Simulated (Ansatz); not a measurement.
Reaction (redistribution): `[SiH3][SiH]1C=N1` + `O[CH2][SnH2][SH]` → `O[SiH]1C=N1` + `[SiH3][CH2][SnH2][SH]`

Gas-phase electronic energies from Ansatz, PBE0-D4/def2-TZVP geometries. CCSD(T)/CBS adds triple-zeta CCSD(T) − MP2 to the extrapolated MP2 energy (def2 sets, frozen cores). Functionals use def2-TZVPP. B3LYP here is the variant with VWN-RPA as its local correlation; programs differ in this. def2 core potentials past Kr. For Sn outer-core shells are correlated without core-valence functions, which leaves a few kJ/mol of doubt a bond. Each species was taken in one conformer, which may not be the lowest.

```
         level  ΔE (kJ/mol)
         B3LYP       -190.6
CCSD/CBS(def2)       -215.1
```

What does CCSD(T)/CBS give? (Best estimate.)

Computed: -209.4 kJ/mol. The listed levels differ from it by 18.8, -5.7 kJ/mol.

Largest T1 diagnostic among the species: 0.017.

In def2-TZVPP, CCSD(T) changes the Hartree–Fock value by +25.0 kJ/mol (the triples alone add +5.7 kJ/mol) and MP2 by +9.4 kJ/mol. The D4 term adds −3.8 kJ/mol with B3LYP and −2.2 kJ/mol with PBE0; it sums over pairs of atoms, weighted by their polarisabilities, and B3LYP, whose exchange is more repulsive, gets the larger term.
